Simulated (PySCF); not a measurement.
Cost of one run: shielding job, `C=CC[SiH2]N`.

Method: GIAO mPW1PW91/pcSseg-1 NMR shielding, non-relativistic, gas phase (PySCF 2.14.0, density-fitted response routines). Geometry: PBE0-D3(BJ)/def2-SVP. Work: shieldings, density fitting. The command runs a driver script over a list of jobs; the input below is this job's line of settings and its coordinates in Å.

Command:
```bash
OMP_NUM_THREADS=1 python probes_run.py task.json out
```

Input:
```
{"job": {"kind": "nmr", "xc": "mPW1PW91", "basis": "pcSseg-1", "pop": false}, "charge": 0, "multiplicity": 1}
C      2.059506    -0.025193     1.055515
C      1.193844     0.546557     0.213164
C      0.546872    -0.110565    -0.960282
Si    -1.218118    -0.637281    -0.531303
N     -2.043710     0.706015     0.195515
H      2.403089    -1.055012     0.912969
H      2.460208     0.518209     1.914914
H      0.883228     1.581721     0.406052
H      1.106579    -1.005616    -1.278896
H      0.493046     0.581054    -1.817472
H     -1.113416    -1.867137     0.326449
H     -1.992903    -0.998815    -1.759262
H     -3.057651     0.713827     0.170951
H     -1.718159     1.040370     1.097005
```

Hardware: an Arm Neoverse N1 with one thread (shared host). PySCF's memory limit was set to 1760 MB.

Q: How large is the basis?

A: 137 functions for 48 electrons, with 728 fitting functions; the fitted three-index integrals, 728 × 137 × 138/2 numbers of 8 bytes, come to 53 MiB.

Q: How long does the run take?

A: About 19 s. The SCF took 13 cycles.

Q: How much memory does it need at the peak?

A: About 0.73 GiB. Peak memory is the resident size of the whole Python process, interpreter and libraries included.

Q: At this speed, how long would 5000 such jobs take on 96 cores, one job a core?

A: 5000/96 gives 53 rounds of 19 s, about 17 min of wall time and 26 core-hours, if the jobs don't slow each other.

The SCF part of the output:
```
coarse grid: 11528 points
cycle   1  E = -463.8337078149  dE =  2.511e-01  |g| = 5.019e-01  |ddm| = 3.201e+00
cycle   2  E = -463.8039111271  dE =  2.980e-02  |g| = 6.241e-01  |ddm| = 9.205e-01
cycle   3  E = -463.8929230991  dE = -8.901e-02  |g| = 5.809e-02  |ddm| = 5.670e-01
cycle   4  E = -463.8935727379  dE = -6.496e-04  |g| = 2.514e-02  |ddm| = 7.014e-02
cycle   5  E = -463.8937230160  dE = -1.503e-04  |g| = 4.469e-03  |ddm| = 2.267e-02
cycle   6  E = -463.8937268211  dE = -3.805e-06  |g| = 2.364e-03  |ddm| = 5.473e-03
final grid: 104896 points
cycle   7  E = -463.9203816662  dE = -1.924e-05  |g| = 6.041e-03  |ddm| = 1.761e-02
cycle   8  E = -463.9203718720  dE =  9.794e-06  |g| = 8.852e-03  |ddm| = 1.116e-02
cycle   9  E = -463.9203901958  dE = -1.832e-05  |g| = 9.166e-04  |ddm| = 6.656e-03
cycle  10  E = -463.9203904113  dE = -2.155e-07  |g| = 1.538e-04  |ddm| = 8.382e-04
cycle  11  E = -463.9203904160  dE = -4.645e-09  |g| = 8.625e-05  |ddm| = 2.075e-04
cycle  12  E = -463.9203904177  dE = -1.683e-09  |g| = 1.142e-05  |ddm| = 7.210e-05
cycle  13  E = -463.9203904177  dE = -3.513e-11  |g| = 2.181e-06  |ddm| = 1.432e-05
converged SCF energy = -463.9203904177
```

On the final grid dE counts from the start density on that grid.

Times come from a shared host and carry two figures at best.
